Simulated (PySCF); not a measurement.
**NMR data sheet: C6H3F3O2**

| Quantity | Value |
| --- | --- |
| Formula | C6H3F3O2 |
| SMILES | C=C(F)C1=CC(F)(F)C(=O)O1 |
| InChI | InChI=1S/C6H3F3O2/c1-3(7)4-2-6(8,9)5(10)11-4/h2H,1H2 |
| Point group of the computed structure | Cs |
| Degrees of unsaturation | 4 |
| Carbon signals | 6 |
| Proton signals | 3 |

Molfile (atoms numbered from 1):
```
C6H3F3O2
     RDKit          3D

 14 14  0  0  0  0  0  0  0  0999 V2000
    2.3591    0.6735    1.1332 C   0  0  0  0  0  0  0  0  0  0  0  0
    1.7523    0.0159    0.1538 C   0  0  0  0  0  0  0  0  0  0  0  0
    2.4594   -0.6696   -0.7638 F   0  0  0  0  0  0  0  0  0  0  0  0
    0.3190   -0.0603   -0.0634 C   0  0  0  0  0  0  0  0  0  0  0  0
   -0.3642   -0.7003   -1.0196 C   0  0  0  0  0  0  0  0  0  0  0  0
   -1.8190   -0.4524   -0.7793 C   0  0  0  0  0  0  0  0  0  0  0  0
   -2.4425    0.1816   -1.8049 F   0  0  0  0  0  0  0  0  0  0  0  0
   -2.5353   -1.5830   -0.5526 F   0  0  0  0  0  0  0  0  0  0  0  0
   -1.7843    0.4526    0.4989 C   0  0  0  0  0  0  0  0  0  0  0  0
   -2.6966    0.9224    1.0891 O   0  0  0  0  0  0  0  0  0  0  0  0
   -0.4847    0.6196    0.8346 O   0  0  0  0  0  0  0  0  0  0  0  0
    1.7802    1.2150    1.8573 H   0  0  0  0  0  0  0  0  0  0  0  0
    3.4307    0.6754    1.2179 H   0  0  0  0  0  0  0  0  0  0  0  0
    0.0250   -1.2911   -1.8233 H   0  0  0  0  0  0  0  0  0  0  0  0
  1  2  2  0
  2  3  1  0
  2  4  1  0
  4  5  2  0
  5  6  1  0
  6  7  1  0
  6  8  1  0
  6  9  1  0
  9 10  2  0
  9 11  1  0
 11  4  1  0
  1 12  1  0
  1 13  1  0
  5 14  1  0
M  END
```

PySCF 2.14.0 with density-fitted response routines calculation with GIAO PBE0/pcSseg-1 shieldings and geometry: GFN2-xTB; no solvent model, no relativistic terms, one conformer, fast rotation and ring inversion assumed for equivalent nuclei.

Chemical shifts δ = σref − σ; ¹H (31.72 ppm), ¹³C (186.93 ppm) vs TMS; ¹⁹F (170.95 ppm) vs CFCl3; ¹⁷O (336.08 ppm) against H2O, all at this level.

```tsv
carbon	δC, type	δH (multiplicity)	HMBC from (2–3 bonds)	span of the C tensor (ppm)
C1	109.1, CH2	H12 5.78 (m); H13 5.78 (m)	–	192
C2	163.4, C	–	H14, H12, H13	154
C4	161.4, C	–	H14, H12, H13	180
C5	109.3, CH	6.13 (m)	–	156
C6	120.2, C	–	H14	38
C9	168.4, C	–	H14	172
```

Other nuclei:
```json
{"atoms": "F7/F8", "nucleus": "¹⁹F", "environment": "fluorine of a CF2 group", "δ (ppm)": "-117.8", "σ (ppm)": "288.8"}
{"atoms": "F3", "nucleus": "¹⁹F", "environment": "vinylic fluorine", "δ (ppm)": "-125.6", "σ (ppm)": "296.5"}
{"atoms": "O10", "nucleus": "¹⁷O", "environment": "ester carbonyl oxygen", "δ (ppm)": "462.4", "σ (ppm)": "-126.4"}
{"atoms": "O11", "nucleus": "¹⁷O", "environment": "ester alkoxy oxygen", "δ (ppm)": "243.3", "σ (ppm)": "92.8"}
```

1. Carbon types of the structure: 4 × C, 1 × CH, 1 × CH2, which accounts for all hydrogens.
2. δC 168.4: ester carbonyl carbon; lone-pair donation from the attached heteroatom keeps it upfield of a ketone carbonyl.
3. δC 163.4: fully substituted alkene carbon; the olefinic region.
4. δC 161.4: alkene carbon bearing oxygen; an sp2 carbon further deshielded by the attached heteroatom.
5. δC 120.2: fully substituted sp3 carbon bonded to 2 F, α to a carbonyl; 2 electronegative neighbours deshield it.
6. δC 109.3: β carbon of an enol-ether or enamine type C=C; the O or N lone pair pushes π density onto this β carbon and shields it.

Splittings by ¹⁹F in the carbon and heteronuclear signals aren't shown, as no couplings were computed. Shifts are as computed. Against solution values, carbons near 30 ppm lie about +3 ppm off and those near 130 ppm about +5 ppm. Of 1211 compounds with measured shifts, 218 miss one by over three times the rms of a fit or turn the order of signals round; such compounds aren't used in these exercises. Unscaled 19F shifts against computed CFCl3 carry errors that often reach 10 to 50 ppm. Unscaled 17O shifts of doubly bonded oxygen tend to come out too high, by tens of ppm or more. Experimental scales use liquid or dissolved standards, which lie at an offset from isolated H2O (liquid H2O: subtract about 36 ppm). No couplings were computed; multiplicities are counted from neighbouring protons, with m where these are inequivalent, close in shift, in a saturated or five-membered ring or joined by F or P, and br s for small geminal =CH2 splittings.
